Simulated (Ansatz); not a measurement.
Born–Oppenheimer molecular dynamics of FH5O2W (9 atoms, charge 0, multiplicity 1). It starts at the highest image of a converged band. Of that band: Neighbouring images differ by up to 1.5 eV, so the band resolves the path poorly. A vibrational analysis at the climbing image gives one clearly imaginary mode, 217i cm⁻¹: a first-order saddle point.

All numbers below come from Ansatz, RKS PBE/def2-SVP.

```yaml
ensemble: NVE (velocity Verlet)
time_step: 0.5 fs
steps_asked: 200
starting_velocities_drawn_for: 300 K
seed: 4254
```

First frame:

```xyz
9
Properties=species:S:1:pos:R:3
W 0.008 0.410 -0.483
F 0.456 0.141 1.917
H 0.718 -0.642 1.376
O -0.132 2.093 0.374
H -0.401 2.879 -0.144
H -1.145 -0.674 0.111
H 1.000 -0.907 0.064
O 0.104 0.009 -2.262
H 0.226 -0.020 -3.221
```

**Question.** How far do the bonds stretch over the last three quarters of this one trajectory? (Pairs bonded in most of those frames.)

**Answer.** 
| bond | mean (Å) | spread (Å) | shortest | longest |
| --- | --- | --- | --- | --- |
| W1–F2 | 2.418 | 0.122 | 2.27 | 2.65 |
| W1–H3 | 2.198 | 0.064 | 2.09 | 2.29 |
| W1–O4 | 1.899 | 0.012 | 1.88 | 1.92 |
| W1–H6 | 1.700 | 0.038 | 1.64 | 1.75 |
| W1–H7 | 1.734 | 0.013 | 1.71 | 1.76 |
| W1–O8 | 1.842 | 0.031 | 1.79 | 1.89 |
| F2–H3 | 0.997 | 0.031 | 0.94 | 1.06 |
| O4–H5 | 0.980 | 0.011 | 0.96 | 1.00 |
| O8–H9 | 0.972 | 0.003 | 0.97 | 0.98 |

Mean temperature of the second half: 166 K. The conserved energy stayed within 0.11 meV per atom of its start (net change 0.056 meV per atom), so the integration is sound. A run of 0.1 ps of so small a system gives no equilibrium averages. The orbitals stay closed-shell, which can raise the energy where a bond breaks towards radicals; this wasn't checked here.

Run time: 6.2 min on 2 threads of AMD EPYC 7R43 64-Core Processor (Zen 3), with other jobs on the host, peak memory 0.14 GiB.
